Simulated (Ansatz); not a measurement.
Species: Sb₂ (charge 0, singlet). SMILES: [Sb]#[Sb]
Geometry: optimised at B3LYP-D3(BJ)/def2-TZVP (Ansatz, a first-principles code).

Wanted: vertical electron affinity (to the doublet state of charge -1; a negative value means that the extra electron is unbound and the number depends on the basis; each state is the SCF solution reached for its spin; the UHF <S^2> is 1.37 for the doublet (pure: 0.75); for the doublet T1 is 0.084; for the singlet the Hartree-Fock reference is unstable and T1 is 0.019), in eV. Valence correlation only, unless marked. UHF or UKS for open shells. No spin-orbit coupling. The frozen core is the preceding noble-gas configuration, with the filled d and f shells of earlier blocks. In def2 rows, elements after Kr have scalar-relativistic effective core potentials. Anions need diffuse functions: def2-D sets add few. CBS marks a two-point X^-3 extrapolation of the correlation energy; Hartree-Fock from the larger set.

| level | program | vertical electron affinity (eV) |
|---|---|---|
| SVWN5/def2-TZVPD | Ansatz | 1.14 |
| PBE/def2-TZVPD | Ansatz | (withheld) |
| B3LYP/def2-TZVPD | Ansatz | (withheld) |
| BHLYP/def2-TZVPD | Ansatz | 1.14 |
| CAM-B3LYP/def2-TZVPD | Ansatz | 1.22 |
| wB97M-V/def2-TZVPD | Ansatz | (withheld) |
| wB97X-V/def2-TZVPD | Ansatz | 1.22 |
| wB97X/def2-TZVPD | Ansatz | 1.22 |
| CCSD/def2-SVPD | Ansatz | (withheld) |
| CCSD/def2-TZVPPD | Ansatz | 0.90 |
| CCSD(T)/CBS(def2-TZVPPD,def2-QZVPPD) | Ansatz | 1.00 |

Problem. Some entries are withheld; supply them.

Solution. 
- PBE/def2-TZVPD, vertical electron affinity (eV): 1.01
- B3LYP/def2-TZVPD, vertical electron affinity (eV): 1.11
- wB97M-V/def2-TZVPD, vertical electron affinity (eV): 1.21
- CCSD/def2-SVPD, vertical electron affinity (eV): 0.56
